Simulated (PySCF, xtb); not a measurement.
Mg(H)(iPr) (C3H8Mg), SMILES C[CH](C)[MgH].

Harmonic wavenumbers (cm⁻¹) from GFN2-xTB in xtb at its own minimum, in rising order: 95, 189, 194, 248, 268, 295, 388, 464, 925, 937, 941, 991, 1108, 1115, 1168, 1210, 1317, 1400, 1415, 1481, 1493, 1503, 1508, 2862, 2869, 2903, 2908, 2915, 2947, 2951.

Problem. What does PBE-D3(BJ)/def2-SVP (PySCF) give at its own minimum? (The exact figures need the calculation; the answer reports its results.)

Solution. 124, 166, 249, 267, 314, 347, 380, 477, 868, 880, 917, 951, 1072, 1118, 1145, 1275, 1332, 1347, 1400, 1416, 1424, 1431, 1543, 2901, 2903, 2928, 2979, 2980, 3020, 3020. Paired by order, the mean absolute difference is 42 cm⁻¹ and the zero-point energies are 58.6 and 58.9 kcal/mol.
